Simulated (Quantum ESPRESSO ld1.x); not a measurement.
The numbers below are computed, except where a source is named.
Problem. Species: Hf XX. Configuration: [Kr] 4d10 4f7. Level of theory: scalar-relativistic Kohn-Sham, LDA (Slater exchange, VWN5 correlation), spin-unpolarised, spherical densities, point nucleus (ld1.x of Quantum ESPRESSO 7.5). Some entries of the table are withheld. Estimate them.

orbital  occ.  eigenvalue (hartree)  <r^2> (bohr^2)  <r> (bohr)
1s          2              -2415.56       0.0004955         (1)
2s          2              -428.305             (2)     0.08042
2p          6              -378.439        0.006289     0.07175
3s          2              -111.737         0.04977      0.2087
3p          6                   (3)         0.05036      0.2085
3d         10              -79.1835             (4)      0.1888
4s          2              -36.2900          0.2364      0.4581
4p          6              -31.2570             (5)      0.4817
4d         10              -24.7662          0.2904      0.5028
4f          7              -17.5134          0.3110      0.5160

Solution. 
(1) 1s <r> (bohr): 0.01900
(2) 2s <r^2> (bohr^2): 0.007649
(3) 3p eigenvalue (hartree): -96.8381
(4) 3d <r^2> (bohr^2): 0.04178
(5) 4p <r^2> (bohr^2): 0.2630
